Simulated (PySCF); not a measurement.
Lowest singlet excitation (eV) of eight silicon and germanium compounds: TDA-PBE beside TDA-M06-2X, computed with PySCF for isolated molecules in the bases named; differences from unrounded values. The eight are the first of their class met in an unordered collection, after screening for sound electronic states; none was chosen by its value. Each molecule has one DFT geometry for both levels.

```csv
molecule,basis,TDA-M06-2X,TDA-PBE,difference
"C₂H₉NOSi, SMILES [Si@H](N)(O)CC",def2-SVPD,7.05,6.00,-1.05
"Si(H)(F)(Br)(vinyl) (C2H4BrFSi), SMILES C=C[SiH](F)Br",def2-SVPD,6.35,5.14,-1.22
"C₂H₈O₂Si₂, SMILES O[Si@H]1C[SiH2]CO1",def2-SVPD,6.99,5.82,-1.17
"CH9ClOSi3, SMILES C[SiH2]O[Si@H]([SiH3])Cl",def2-SVPD,6.51,5.74,-0.77
"CH7ClO2Si2, SMILES OC[SiH2]O[SiH2]Cl",def2-SVPD,6.74,5.22,-1.52
"C₄H₇NSi, SMILES C#CC(=C)[SiH2]N",def2-SVPD,4.87,4.01,-0.86
"2,5-dihydro-1H-silole (C4H8Si), SMILES C1=CC[SiH2]C1",def2-SVPD,6.61,5.86,-0.75
"Si(H)(Me)3 (C3H10Si), SMILES C[SiH](C)C",def2-SVPD,8.15,7.26,-0.89
```

TDA-PBE lies below TDA-M06-2X in 8 and above it in 0 of the eight; the mean signed difference is -1.03 and the largest -1.52 eV.
